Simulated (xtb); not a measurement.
C2H3N3, charge -1, doublet, geometry from GFN2-xTB (a state made from the parent by changing its charge; the spin is typed, not shown lowest), atoms displaced at random by about 0.02 Å a coordinate. Base run: GFN1-xTB (xtb 6.7.1).

Here is a job for xtb.
```
$ xtb mol.xyz --gfn 1 --chrg -1 --uhf 1 --opt --json

# file mol.xyz
8

C      1.14413184    -0.03795911    -0.14973278
N      0.44653681     1.17225077    -0.05210075
C     -0.83984871     0.74311561     0.17107190
N     -0.91184108    -0.67287662     0.17527546
N      0.38774181    -1.11738323     0.01481693
H      2.20838879    -0.04102547    -0.27524250
H     -1.71026607     1.34206798    -0.16010084
H     -1.55268787    -1.14662498    -0.43833185
```

The base run was repeated with changes; each row names its change, and settings that it needs were set with it.

| change | ΔE vs base (mEh) | optimiser steps |
|---|---|---|
| base | 0.000 | 23 |
| opt level = vtight | -0.001 | 25 |
| opt level = tight | -0.001 | 24 |
| opt level = loose | 4.195 | 7 |
| alpb = dmso | -97.075 | 19 |
| opt level = sloppy | 4.195 | 7 |
| engine = lbfgs | -0.001 | - |
| opt level = lax | 0.002 | 22 |
| opt level = crude | 4.517 | 4 |
| engine = inertial | 0.007 | - |
